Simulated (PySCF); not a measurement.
## Electron correlation in Ag (silver, neutral)

[Kr] 4d10 5p1, 2P determinant (an excited configuration). Computed with PySCF 2.14 in def2-QZVPPD with the def2 core potential (28 electrons), with scalar relativity through the core potential. Frozen: nothing; 19 electrons correlated.

| level | correlation energy (mhartree) |
| --- | --- |
| CCSD | -679.24 |
| (T) | -22.24 |
| CCSD(T) | -701.48 |

Diagnostics: T1 = 0.021, D1 = 0.1203, largest double amplitude 0.025.

Cost of the coupled-cluster step: about 2.2 core-minutes, for 19 correlated electrons.

Iterations:

```
CC2 = 0
CCSD nocc = (np.int64(10), np.int64(9)), nmo = (88, 88)
frozen orbitals [[], []]
max_cycle = 100
direct = 0
conv_tol = 1e-08
conv_tol_normt = 1e-06
diis_space = 8
diis_start_cycle = 0
Init t2, MP2 energy = -0.706472467610092
Init E_corr(UCCSD) = -0.706472467610626
cycle = 1  E_corr(UCCSD) = -0.663422939244295  dE = 0.0430495284  norm(t1,t2) = 0.0866319
cycle = 2  E_corr(UCCSD) = -0.679661502886339  dE = -0.0162385636  norm(t1,t2) = 0.0333835
cycle = 3  E_corr(UCCSD) = -0.677998102505664  dE = 0.00166340038  norm(t1,t2) = 0.0210551
cycle = 4  E_corr(UCCSD) = -0.678997759944428  dE = -0.000999657439  norm(t1,t2) = 0.0124589
cycle = 5  E_corr(UCCSD) = -0.67935716757708  dE = -0.000359407633  norm(t1,t2) = 0.00108013
cycle = 6  E_corr(UCCSD) = -0.679233063772096  dE = 0.000124103805  norm(t1,t2) = 0.000531361
cycle = 7  E_corr(UCCSD) = -0.679224079936416  dE = 8.98383568e-06  norm(t1,t2) = 0.000186779
cycle = 8  E_corr(UCCSD) = -0.67923898393814  dE = -1.49040017e-05  norm(t1,t2) = 0.000107646
cycle = 9  E_corr(UCCSD) = -0.67924078083781  dE = -1.79689967e-06  norm(t1,t2) = 5.51418e-05
cycle = 10  E_corr(UCCSD) = -0.679237250370063  dE = 3.53046775e-06  norm(t1,t2) = 3.33829e-05
cycle = 11  E_corr(UCCSD) = -0.679238843593971  dE = -1.59322391e-06  norm(t1,t2) = 1.66723e-05
cycle = 12  E_corr(UCCSD) = -0.679238784748089  dE = 5.88458819e-08  norm(t1,t2) = 6.96044e-06
cycle = 13  E_corr(UCCSD) = -0.679238649856498  dE = 1.34891591e-07  norm(t1,t2) = 2.51024e-06
cycle = 14  E_corr(UCCSD) = -0.679238686082314  dE = -3.62258161e-08  norm(t1,t2) = 1.31794e-06
cycle = 15  E_corr(UCCSD) = -0.679238652668564  dE = 3.34137498e-08  norm(t1,t2) = 7.2385e-07
cycle = 16  E_corr(UCCSD) = -0.679238655569642  dE = -2.90107738e-09  norm(t1,t2) = 3.86466e-07
UCCSD converged
E(UCCSD) = -146.6841633657775  E_corr = -0.6792386555696416
UCCSD(T) correction = -0.0222374560910897
```

The basis has no tight functions for the innermost shells, so their pair energies are far from complete.

This basis was not built for core-valence correlation, so the inner-shell part is incomplete.
